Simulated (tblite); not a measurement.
Species: C7H13OP.
Bonds: C1–P2, P2–C3, P2–O4 (double), P2–C5, C5–C6 (double), C6–C7, C7–C8, C8–C9, C5–C9. Hydrogens: H10, H11, H12 on C1; H13, H14, H15 on C3; H16 on C6; H17, H18 on C7; H19, H20 on C8; H21, H22 on C9.

A start from a force field or distance geometry was refined with GFN2-xTB geometry optimisation, gas phase in tblite. Values at the start:

```csv
coordinate,start
C1–P2,1.797 Å
C1–H10,1.138 Å
P2=O4,1.528 Å
P2–C5,1.780 Å
C5=C6,1.323 Å
C5–C9,1.499 Å
C6–C7,1.495 Å
C6–H16,1.110 Å
C7–C8,1.486 Å
C7–H17,1.133 Å
C8–C9,1.519 Å
C8–H19,1.112 Å
C9–H21,1.104 Å
C1–P2–C3,111.8°
C1–P2–O4,104.5°
C1–P2–C5,114.0°
P2–C5–C6,126.2°
O4–P2–C5,111.2°
C6–C5–C9,108.7°
C6–C7–C8,102.2°
C7–C8–C9,102.6°
C1–P2–C5–C6,71°
P2–C5–C9–C8,158°
C6–C7–C8–C9,-33°
C7–C8–C9–C5,34°
```

Question: How do these coordinates change at the GFN2-xTB level?

Answer: 
| coordinate | GFN2-xTB (Å or °) | change |
| --- | --- | --- |
| P2=O4 | 1.468 | -0.060 |
| C7–C8 | 1.539 | +0.053 |
| C1–H10 | 1.089 | -0.049 |
| C1–P2 | 1.836 | +0.039 |
| C7–H17 | 1.094 | -0.039 |
| C6–H16 | 1.076 | -0.034 |
| P2–C5 | 1.806 | +0.026 |
| C8–H19 | 1.091 | -0.021 |
| C8–C9 | 1.539 | +0.020 |
| C9–H21 | 1.094 | -0.010 |
| C5=C6 | 1.328 | +0.005 |
| C5–C9 | 1.504 | +0.005 |
| C6–C7 | 1.496 | +0.001 |
| C1–P2–O4 | 113.2 | +8.7 |
| C1–P2–C5 | 105.4 | -8.6 |
| C1–P2–C3 | 104.6 | -7.2 |
| P2–C5–C6 | 122.3 | -3.9 |
| C6–C5–C9 | 111.7 | +3.0 |
| C7–C8–C9 | 105.4 | +2.8 |
| O4–P2–C5 | 113.9 | +2.7 |
| C6–C7–C8 | 103.3 | +1.1 |
| C1–P2–C5–C6 | 123 | +52 |
| C7–C8–C9–C5 | 20 | -14 |
| C6–C7–C8–C9 | -20 | +13 |
| P2–C5–C9–C8 | 168 | +10 |

The energy falls by 0.862 eV over 202 L-BFGS steps, the largest force on an atom goes from 5.26 to 0.010 eV/Å, and the atoms move by 0.669 Å rms after alignment. The bond that changes most is P2=O4 (phosphoryl phosphorus to phosphoryl oxygen), which shortens by 0.060 Å. Bonds longer at the end by more than 0.005 Å: 6 of 22; shorter: 13. Among the dihedrals that turn most is H11–C1–P2–C5, from 3° to -64°. Rotational constants go from 2599, 895.5, 820.3 to 2501, 907.5, 831.9 MHz.

Its GFN2-xTB frequencies are all real (lowest 39 cm⁻¹). One conformer, not necessarily the lowest. 3 starts were optimised and ended at 0.00, 0.00 and 0.94 kcal/mol (GFN2-xTB); the lowest of these is shown.

These are computed values.
